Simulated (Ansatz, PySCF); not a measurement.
Noncovalent pair: NH3 (SMILES N) (first 4 atoms) with H2S (SMILES S); geometry from B3LYP-D3(BJ)/def2-TZVP, rigid monomers moved along the line of their centres of mass till N1···H7 is 3.87 Å.
(charge 0, multiplicity 1):
```xyz
7

N      0.0062     0.1635     0.3251
H     -0.7772    -0.4607     0.1701
H     -0.1930     1.0317    -0.1588
H      0.8211    -0.2526    -0.1111
S      0.9742     1.1175     5.3748
H      0.0029     0.3076     5.8247
H      0.6960     0.8482     4.0734
```

Monomers are frozen at their geometry in the pair; levels with a basis set take the counterpoise correction.

Frozen-core correlation. CBS: X⁻³ extrapolation of the correlation energy, Hartree–Fock from the larger set.

The values were computed with Ansatz (a program for electronic structure); PySCF for the dispersion terms. 

PBE/def2-TZVPPD gives -0.91 kcal/mol for the interaction energy.

Q: Predict the shift from PBE, with its sign, for: PBE-D3(BJ)/def2-TZVPPD, r2SCAN/def2-TZVPPD, B3LYP/def2-TZVPPD, wB97M-V/def2-TZVPPD, MP2/CBS(aug-cc-pV(D+d)Z, aug-cc-pV(T+d)Z), CCSD(T)/CBS(aug-cc-pV(D+d)Z, aug-cc-pV(T+d)Z).

A: PBE-D3(BJ)/def2-TZVPPD -0.11; r2SCAN/def2-TZVPPD 0.08; B3LYP/def2-TZVPPD 0.19; wB97M-V/def2-TZVPPD -0.02; MP2/CBS(aug-cc-pV(D+d)Z, aug-cc-pV(T+d)Z) -0.05; CCSD(T)/CBS(aug-cc-pV(D+d)Z, aug-cc-pV(T+d)Z) -0.02 kcal/mol. 2 of 6 lie above PBE; the widest gap is to B3LYP/def2-TZVPPD.
